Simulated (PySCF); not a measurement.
Compound: C4H6BN.
InChI=1S/C4H6BN/c1-2-3-4-6-5/h1H,3H2,5H3

The closed-shell ground state was solved at several levels (PySCF, density fitting, gas phase, non-relativistic). Geometry: PBE0-D3(BJ)/def2-SVP; no solvent, vibrations or thermal averaging.

```tsv
level	basis functions	HOMO (eV)	LUMO (eV)	gap (eV)	dipole (D)
PBE0/def2-SVPD	168	-7.74	-0.92	6.82	6.96
PBE0/pcSseg-2	300	-7.74	-0.94	6.80	7.00
B3LYP/pcJ-1	222	-7.58	-1.14	6.44	7.07
```

What might PBE0/pcSseg-1 (132 basis functions) give for the same quantities?

HOMO -7.75 eV, LUMO -0.90 eV, gap 6.85 eV, dipole 7.05 D.

Over all these levels, which gives the widest orbital gap and which the narrowest?

PBE0/pcSseg-1 (global hybrid, 25 % exact exchange) has the widest, 6.85 eV, and B3LYP/pcJ-1 (global hybrid, 20 % exact exchange) the narrowest, 6.44 eV. Functional and basis both differ between the two, so the spread mixes both effects.

How much does the basis alone move the frontier levels among the 3 PBE0 rows (the withheld one included)?

The HOMO by 0.01 eV and the LUMO by 0.04 eV. By rising basis size (HOMO, LUMO in eV): pcSseg-1 -7.75, -0.90; def2-SVPD -7.74, -0.92; pcSseg-2 -7.74, -0.94.

How far do the dipole and the HOMO energy spread over the levels?

The dipole runs from 6.96 to 7.07 D (mean 7.02 D) and the HOMO from -7.75 to -7.58 eV.
